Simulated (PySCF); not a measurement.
# Be₂O: fields on a plane

Level of theory: UPBE0/[O def2-TZVP, Be def2-TZVP], no relativity, density fitting, PySCF.

The triplet minimum has O–Be 1.406 Å (×2); Be–O–Be 180.0°.

The plane holds O1 at (0.00, 0.00), Be2 at (1.41, 0.00), Be3 at (-1.41, 0.00) Å. Columns run from x = -3.45 to 3.75 Å, rows from y = 2.25 (top) to -1.95 Å, in steps of 0.3 Å. Other isomers or separated fragments may lie lower.

Problem. Give the electrostatic potential (V) (cut at 20 V). Every second row and column.

Solution. 
```
 0.0  0.1  0.2  0.4  0.3  0.1  0.0  0.2  0.4  0.3  0.1  0.0 -0.1
-0.1  0.1  0.7  1.3  1.0  0.0 -0.2  0.5  1.3  1.1  0.4  0.0 -0.1
-0.2  0.3  2.4  5.8  4.6  0.9  0.3  2.5  6.1  4.1  1.1 -0.1 -0.2
-0.3  0.7  6.9 20.0 20.0 15.2 20.0 12.0 20.0 15.9  2.6  0.0 -0.3
-0.3  0.8  9.2 20.0 20.0 20.0 20.0 19.4 20.0 20.0  3.2  0.0 -0.3
-0.2  0.5  4.2 13.0 10.5  4.0  5.5  5.7 14.3  8.3  1.7 -0.1 -0.3
-0.1  0.2  1.3  2.7  2.1  0.2 -0.3  1.1  2.7  2.0  0.6  0.0 -0.2
-0.1  0.1  0.4  0.7  0.5  0.0 -0.1  0.3  0.7  0.6  0.2  0.0 -0.1
```

Problem. Give the spin density (e/Å³) (cut at ±0.5 e/Å³). Lower edges of the bins (e/Å³): '_' -0.022, '.' 0.005, ':' 0.032, '-' 0.059, '=' 0.086, '+' 0.113, '*' 0.139, '#' 0.166, '%' 0.193, '@' 0.220; top 0.25, each point printed twice.

Solution. 
```
__________________________________________________
______..........________________..........________
____..............____________..............______
__........::........________........::........____
......::::--::::....________....::::--::::......__
....::--==++==::..____________..::==++==--::....__
....::==**##==..________________..==##**==::......
..::--++%%@@::@@::..::....::..::@@::@@%%++--::....
..::--++%%@@::@@::..::....::..::@@::@@%%++--::....
....::==**##==..________________..==##**==::......
....::--==++==::..____________..::==++==--::....__
......::::--::::....________....::::--::::......__
__........::........________........::........____
____..............____________..............______
______..........________________..........________
```
